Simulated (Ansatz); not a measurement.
`[SiH3]B1CN1` + `OBF` → `B1CN1` + `OB(F)[SiH3]`  (redistribution)

Calculated with Ansatz (gas phase, PBE0-D4/def2-TZVP geometries, no zero-point term in ΔE). CCSD(T)/CBS is the MP2 limit (def2-TZVPP, def2-QZVPP) plus CCSD(T) − MP2 in def2-TZVPP, frozen cores. This one scheme is used for every species. Functionals use def2-TZVPP. B3LYP here is the variant with VWN-RPA as its local correlation; programs differ in this. Each species was taken in one conformer, which may not be the lowest.

```tsv
level	ΔE (eV)
B3LYP-D4	0.25
CAM-B3LYP-D4	0.25
revPBE	0.23
BLYP	0.24
B3LYP	0.25
r2SCANh	0.24
LC-ωPBE	0.23
CCSD/def2-SVP	0.35
```

Question: What does CCSD(T)/CBS give? (Best estimate.)

Answer: Computed: +0.27 eV. The listed levels differ from it by -0.02, -0.02, -0.04, -0.03, -0.02, -0.03, -0.04, 0.08 eV.

Largest T1 diagnostic among the species: 0.014.

Leaving LDA and LC-ωPBE aside and taking each functional with its dispersion term where it has one, the values, not all of them listed here, spread over 0.04 eV, from PBE-D4 to PBE-QIDH. At CCSD(T), def2-SVP lies +0.08 eV from the extrapolated value and def2-TZVPP +0.01 eV.
